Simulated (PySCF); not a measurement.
C₁₁H₁₅N.
Geometry (PBE0-D3(BJ)/def2-SVP, Å), atoms numbered from 1 in this order:
```
atom  x, y, z in Å
C1     4.1580   -0.2030    0.2618
C2     3.4747    0.8932    0.7854
C3     2.0849    0.9215    0.8294
C4     1.3212   -0.1670    0.3526
N5    -0.0552   -0.1481    0.3979
C6    -0.8424   -1.0851   -0.3761
C7    -2.1771   -0.4660   -0.7659
C8    -3.0123   -0.0728    0.4571
C9    -2.1098    0.2657    1.6477
C10   -0.7627    0.8208    1.2087
C11    2.0248   -1.2753   -0.1692
C12    3.4146   -1.2820   -0.2141
H13    5.2491   -0.2168    0.2265
H14    4.0318    1.7568    1.1586
H15    1.5875    1.8118    1.2149
H16   -1.0074   -2.0388    0.1680
H17   -0.2862   -1.3416   -1.2907
H18   -1.9643    0.4255   -1.3783
H19   -2.7293   -1.1633   -1.4145
H20   -3.6522    0.7871    0.2025
H21   -3.6963   -0.8898    0.7367
H22   -2.5997    0.9834    2.3234
H23   -1.9183   -0.6415    2.2440
H24   -0.9013    1.7862    0.6774
H25   -0.1576    1.0422    2.1017
H26    1.4810   -2.1532   -0.5191
H27    3.9246   -2.1596   -0.6204
```

The closed-shell ground state was solved at several levels (PySCF, density fitting, gas phase, non-relativistic).

```csv
level,basis functions,HOMO (eV),LUMO (eV),gap (eV),dipole (D)
PBE0/pcSseg-1,279,-5.38,0.10,5.48,2.40
wB97X-D/def2-SVPD,360,-7.09,1.75,8.84,2.36
B3LYP/pcJ-1,474,-5.17,-0.06,5.11,2.36
```

What might wB97X-D/pcSseg-1 (279 basis functions) give for the same quantities?

HOMO -7.09 eV, LUMO 1.82 eV, gap 8.91 eV, dipole 2.34 D.

Over all these levels, which gives the widest orbital gap and which the narrowest?

wB97X-D/pcSseg-1 (range-separated hybrid) has the widest, 8.91 eV, and B3LYP/pcJ-1 (global hybrid, 20 % exact exchange) the narrowest, 5.11 eV. Functional and basis both differ between the two, so the spread mixes both effects.

How far do the dipole and the HOMO energy spread over the levels?

The dipole runs from 2.34 to 2.40 D (mean 2.36 D) and the HOMO from -7.09 to -5.17 eV.

One conformer stands for the species.
